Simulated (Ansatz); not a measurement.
Isolated molecules relaxed with PBE0-D4/def2-TZVP in Ansatz; ΔE leaves out vibrations. CBS: MP2 limit from def2 TZ/QZ plus the TZ coupled-cluster correction, frozen cores. This one scheme is used for every species. DFT in def2-TZVPP. For Se outer-core shells are correlated without core-valence functions, which leaves a few kJ/mol of doubt a bond. Scalar relativity is left out up to krypton. Each species was taken in one conformer, which may not be the lowest.

Reaction (formal exchange of groups at a B–C bond): `C[Se]BCF` + `[AlH3]` → `C[Se][BH][AlH2]` + fluoromethane

`C[Se]BCF`:

Cartesian coordinates in Å:
```
C 0.073 2.170 0.841
Se 0.595 1.003 -0.632
B -0.158 -0.653 -0.079
C 0.069 -1.939 -0.949
F -0.701 -3.013 -0.516
H -0.430 3.041 0.428
H 0.967 2.479 1.380
H -0.597 1.623 1.501
H -0.783 -0.690 0.936
H -0.157 -1.775 -2.010
H 1.123 -2.245 -0.900
```

`[AlH3]`:

Cartesian coordinates in Å:
```
Al 0.000 0.000 0.000
H -0.961 0.587 1.116
H -0.562 -1.025 -1.072
H 1.524 0.438 -0.044
```

`C[Se][BH][AlH2]`:

```xyz
10

C     0.563    0.636   -1.516
Se    1.794    0.514   -0.001
B     0.729   -0.221    1.375
Al   -1.303   -0.728    1.133
H     1.107    1.066   -2.355
H     0.215   -0.360   -1.787
H    -0.272    1.285   -1.259
H     1.369   -0.353    2.380
H    -1.742   -2.175    0.631
H    -2.459    0.336    1.399
```

`CF`:

```xyz
5

C     0.055    0.000    0.027
F    -1.178   -0.001   -0.585
H    -0.025    0.513    0.988
H     0.771    0.520   -0.613
H     0.377   -1.032    0.183
```

CCSD(T)/CBS gives +0.9 kcal/mol.

Problem. Another level gave +2.1 kcal/mol. Which?
A. HF/def2-TZVPP
B. SCS-MP2/def2-TZVPP
C. r2SCAN/def2-TZVPP
D. PBE-D4/def2-TZVPP

Solution. B. SCS-MP2/def2-TZVPP 2.1, r2SCAN 1.1, PBE-D4 -0.2, HF/def2-TZVPP 3.6 kcal/mol.

Largest T1 diagnostic among the species: 0.014.

In def2-TZVPP, CCSD(T) changes the Hartree–Fock value by −2.6 kcal/mol (the triples alone add −0.5 kcal/mol) and MP2 by −1.7 kcal/mol.
